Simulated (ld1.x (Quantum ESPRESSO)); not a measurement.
## Building the ultrasoft potential for Zr (PBEsol, scalar-relativistic).

Zr (Z = 40), ultrasoft, made with ld1.x (Quantum ESPRESSO) 7.5 (PBEsol, scalar-relativistic). Core [Ar] 3d10, reference 4s2 4p6 4d2 5s2 5p0. Waves: 4s (bound): rcut 1.75, rcutus 1.85 bohr; 5s (bound): rcut 1.75, rcutus 1.85 bohr; 4p (bound): rcut 2.05, rcutus 2.35 bohr; 5p (bound, empty): rcut 2.05, rcutus 2.35 bohr; 4d (bound): rcut 1.65, rcutus 1.90 bohr; 4d channel at 2.45 Ry: rcut 1.65, rcutus 1.90 bohr. Local part: all-electron potential smoothed inside 1.70 bohr (lloc = -1). Core correction: Bessel-smoothed model core, default radius (core density twice the valence density). Augmentation charge: built from norm-conserving waves at rcut, not smoothed further.

(1) Is the overlap operator S = 1 + Σ q|β⟩⟨β| positive definite (Bessel basis up to 400 Ry)?

Results:

(1) No: its lowest eigenvalue is -0.334, in the p channel, so the generalised eigenproblem breaks down once the basis is large enough.

Test run stopped at test 1 of 7 (negative norm?).

A Bessel basis up to 400 Ry misses an occupied level by 1.84 Ry, so cutoffs and ghosts were not judged. Its overlap operator is not positive definite in a basis up to 400 Ry (lowest eigenvalue p -0.33), so the file is unfit for use: the generalised eigenproblem breaks down once the basis is large enough, and its test numbers describe a broken file. The potential misses its own reference levels by up to 1.4 eV, so it is not fit for use.
